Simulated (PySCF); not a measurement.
Two-component Hartree-Fock for Br (bromine, neutral)

Start: [Ar] 3d10 4s1 4p6; 4s1/2 filled at m_j = +1/2. Calculated with PySCF 2.14 in x2c-TZVPall-2c (6s7p4d1f, 54 functions): generalised Hartree-Fock with the X2C-1e Hamiltonian and a Gaussian nucleus; one run each with spin-orbit coupling (SO) switched off, then screened by Boettger's factors. This is a chosen level, not necessarily the ground level.

| spinor shell | electrons | ε, spin-free (eV) | ε, screened SO (eV) | weight of nominal j (screened SO) | rms radius, screened SO (bohr) |
| --- | --- | --- | --- | --- | --- |
| 1s1/2 | 2 | -13559.6 | -13559.3 | 1.000 | 0.0492 |
| 2s1/2 | 2 | -1827.9 | -1827.8 | 1.000 | 0.205 |
| 2p1/2 | 2 | -1607.3 | -1639.8 | 1.000 | 0.180 |
| 2p3/2 | 4 | -1607.3 | -1591.7 | 1.000 | 0.184 |
| 3s1/2 | 2 | -279.36 | -279.34 | 1.000 | 0.588 |
| 3p1/2 | 2 | -207.54 | -212.49 | 0.999 | 0.600 |
| 3p3/2 | 4 | -207.54 | -205.17 | 1.000 | 0.610 |
| 3d3/2 | 4 | -87.976 | -88.659 | 0.987 | 0.648 |
| 3d5/2 | 6 | -87.976 | -87.499 | 0.991 | 0.651 |
| 4s1/2 | 1 | -30.948 | -30.944 | 1.000 | 1.79 |
| 4p1/2 | 2 | -12.463 | -12.665 | 0.660 | 2.26 |
| 4p3/2 | 4 | -12.463 | -12.369 | 0.830 | 2.28 |

```tsv
quantity	spin-free	screened SO
E (hartree)	-2603.78708	-2603.92663
M_J	1/2	1/2
⟨J²⟩	0.779	0.779
⟨L²⟩	0.000	0.005
⟨S²⟩	0.779	0.783
```

Each row is a mean over spinors that exchange with the open shell spreads, by up to 3.612 eV (4p3/2).

Rows whose weight is well below 1 are mixtures of j = l ± 1/2: exchange outweighs spin-orbit coupling there, and the label is only the starting occupation.

Without spin-orbit coupling the j labels of p, d and f shells carry no meaning; the spin-free column gives the mean over the occupied spinors of each nl shell.
